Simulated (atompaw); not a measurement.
Reading a pseudo-wave (Mo)

Columns: radius, all-electron u(r) and pseudo u(r) of the 5s shell (level -4.09 eV) of molybdenum in the configuration [Kr] 4d5 5s1 5p0; PBE, scalar-relativistic, PAW (atompaw) scheme, atompaw 4.2.0.5.

```
r (bohr)  all-electron  pseudo
   0.115       -0.1033  0.0286
   0.231        0.0982  0.0574
   0.346        0.1589  0.0862
   0.462        0.0482  0.1153
   0.577       -0.0997  0.1443
   0.692       -0.2101  0.1735
   0.808       -0.2616  0.2031
   0.923       -0.2581  0.2326
   1.038       -0.2136  0.2620
   1.154       -0.1421  0.2917
   1.269       -0.0574  0.3208
   1.385        0.0326  0.3498
   1.500        0.1201  0.3780
   1.615        0.2020  0.4053
   1.731        0.2768  0.4319
   1.846        0.3421  0.4569
   1.962        0.3988  0.4806
   2.077        0.4463  0.5023
   2.192        0.4854  0.5220
   2.308        0.5173  0.5395
   2.423        0.5419  0.5544
   2.538        0.5604  0.5666
   2.654        0.5734  0.5760
   2.769        0.5815  0.5823
   2.885        0.5854  0.5855
   3.000        0.5856  0.5856
```

Task: How many radial nodes do the two functions have?

Result: The all-electron 5s function has n − l − 1 = 4 (the table is too coarse to show those close to the nucleus); the pseudo-wave has 0, since the states of the same l below it are removed with the core.

Task: Is the pseudo-wave norm-conserving?

Result: No, it belongs to a PAW set: the norm inside the radius is not constrained, and the difference is carried by the augmentation charge.
